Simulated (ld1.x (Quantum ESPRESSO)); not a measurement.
Results of a calculation; reference values are marked as such.
**Potentials for Ag (Z = 47) compared**

Generated with ld1.x 7.5 (TM, RRKJ, ultrasoft, PAW), atompaw 4.2 or ONCVPSP 4.0.1. The cutoff is in Ry: for ld1.x and atompaw files where the sum of valence levels is converged to 10 mRy in a Bessel basis, for ONCV files where the hardest occupied wave has 1 mHa per electron of residual kinetic energy. The error is the largest all-electron minus pseudo excitation energy over each file’s own four to seven test configurations (ionisations up to +4, promotions, holes and added fractions of an electron), all of which were solved. The labels leave out finer settings (local radius, basis sizes, second energies), which also bear on the numbers. Spin-polarised tests are not counted. The rows are a selection from randomly drawn settings: files with unsolved tests, undetermined cutoffs or missed reference levels are left out.

A true bound ghost makes a file unfit for plane-wave use even where its test errors are small: the radial tests pick states by their node count and pass the ghost by.

```csv
potential,cutoff (Ry),largest error (meV),bound ghosts
"TM, LDA (PZ), fully relativistic, rc 2.20/3.25/1.70 (spd), local smoothed, core correction yes, reference 4d9 5s2 5p0",70,-171,none
"PAW, PBE, scalar-relativistic, rc 2.55/3.00/1.90 (spd), local smoothed, core correction yes, reference 4d10 5s1 5p0",30,-1031,s
"TM semilocal, Wu–Cohen, scalar-relativistic, rc 1.70/2.55/1.20 (spd), local s, core correction no, reference 4d10 5s0 5p1",80,-111,none
"TM, LDA (PZ), fully relativistic, rc 1.80/1.40/1.75 (spd), local s, core correction no, reference 4p6 4d10 5s1 5p0",70,-685,none
"TM semilocal, PBEsol, scalar-relativistic, rc 1.95/1.10/1.30 (spd), local d, core correction yes, reference 4p6 4d10 5s0.5 5p0",140,-83,none
```

Fill in the row for Ag: TM, PBE, scalar-relativistic, rc 2.15/1.50/1.75 (spd), local p, core correction yes, reference 4p6 4d10 5s0 5p0.

cutoff 70 Ry, largest error -72 meV, bound ghosts: s.
